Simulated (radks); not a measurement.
Results of a calculation; reference values are marked as such.
Correlation energies from several functionals, in hartree. Species: Cu [Ar] 3d10 4s1; Tl3+ [Xe] 4f14 5d10. Code: a radial shooting solver on a logarithmic mesh with Libxc functionals. Model: non-relativistic Kohn-Sham, PBE, spin-polarised, spherical densities, point nucleus. Every spin shell is full or empty, so the densities are truly spherical. Functionals are evaluated on that one density, not self-consistently.

\begin{tabular}{lrr}
functional & Cu & Tl3+ \\ \hline
PW92 & -2.5436 & -8.3075 \\
VWN5 & -2.5558 & -8.3415 \\
Wigner & -1.5138 & -4.2510 \\
PBEsol & -1.5388 & -5.4704 \\
LYP & -1.3692 & -4.3066 \\
PW91 & -1.4562 & -5.2509 \\
AM05 & -2.3404 & -7.8356 \\
TPSS & -1.3438 & -4.8921 \\
revTPSS & -1.3666 & -4.9296 \\
SCAN & -1.3645 & -4.9034 \\
Tao-Mo & -1.2775 & -4.7870 \\
\end{tabular}
